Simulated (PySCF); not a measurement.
# Telling isomers of C₄H₉FO₃Si apart by NMR

Isolated molecule, non-relativistic, rapidly exchanging positions averaged, one conformer. Shieldings: GIAO PBE0/pcSseg-1; GFN2-xTB structure; PySCF 2.14.0 with density-fitted response routines.

Shifts are taken against calculated references (same method and geometry level): ¹H (σ = 31.72 ppm), ¹³C (σ = 186.93 ppm) against TMS. Splittings of carbon signals by F and P are missing where no couplings were computed. Where no couplings were computed, multiplicities follow the n + 1 count of equivalent neighbours, and m marks all less simple cases (inequivalent or close neighbours, rings, F or P nearby). Shifts are as computed. Against solution values, carbons near 30 ppm lie about +3 ppm off and those near 130 ppm about +5 ppm. Of 1309 compounds with measured shifts, 239 miss one by over three times the rms of a fit or turn the order of signals round; such compounds aren't used in these exercises. OH and NH positions are gas-phase values without hydrogen bonding to other molecules.

(1) Tabulate the signals of `CO[Si](O)(/C=C\F)OC`, `O[Si]1(CF)OCCCO1`, `CO[SiH2]O/C(=C\F)OC`, `CO[Si](O)(/C=C/F)OC` and their relative energies.

(2) What is the quickest way to tell CO[Si](O)(/C=C\F)OC from CO[Si](O)(/C=C/F)OC?

(3) What is the quickest way to tell O[Si]1(CF)OCCCO1 from CO[Si](O)(/C=C/F)OC?

(4) What is the quickest way to tell CO[Si](O)(/C=C\F)OC from CO[SiH2]O/C(=C\F)OC?

Results:

(1) 
```json
{"SMILES": "CO[Si](O)(/C=C\\F)OC", "carbon types": "2×CH 2×CH3", "δC": "169.2, 109.3, 52.7", "δH": "7.07 (m, 1H), 4.82 (m, 1H), 3.92 (s, 6H), 2.56 (br s, 1H)", "E rel. (kcal/mol)": "15.6"}
{"SMILES": "O[Si]1(CF)OCCCO1", "carbon types": "4×CH2", "δC": "80.9, 68.9, 35.9", "δH": "4.75 (m, 2H), 4.52 (m, 2H), 4.39 (m, 2H), 2.18 (br s, 1H), 2.16 (m, 1H), 1.27 (m, 1H)", "E rel. (kcal/mol)": "0.0"}
{"SMILES": "CO[SiH2]O/C(=C\\F)OC", "carbon types": "1×C 1×CH 2×CH3", "δC": "157.9, 130.3, 54.1, 50.8", "δH": "6.97 (m, 1H), 4.98 (s, 2H), 3.88 (s, 3H), 3.78 (s, 3H)", "E rel. (kcal/mol)": "74.0"}
{"SMILES": "CO[Si](O)(/C=C/F)OC", "carbon types": "2×CH 2×CH3", "δC": "170.3, 102.5, 52.3", "δH": "6.80 (m, 1H), 5.14 (m, 1H), 3.86 (s, 6H), 1.97 (br s, 1H)", "E rel. (kcal/mol)": "17.0"}
```

Energies are electronic energies at PBE0/pcSseg-1 on these geometries, without zero-point or thermal terms, each for the one conformer computed, which needn't be the lowest.

(2) Both give the same number of carbon signals, with the same numbers of each carbon type, so the positions decide. The first has an alkene CH at 109.3 ppm, the second an alkene CH at 102.5 ppm. Their most deshielded carbons lie at 169.2 and 170.3 ppm.

(3) Both give the same number of carbon signals, but DEPT or the intensities differ. The first has an sp3 CH2 bonded to F and Si at 80.9 ppm, the second an alkene CH at 170.3 ppm. In the proton spectra the most deshielded non-exchanging signals are 4.75 (m, 2H) and 6.80 (m, 1H).

(4) Count the carbon signals: 3 against 4. The first has an alkene CH at 169.2 ppm, the second an alkene carbon bearing oxygen (C) at 157.9 ppm.
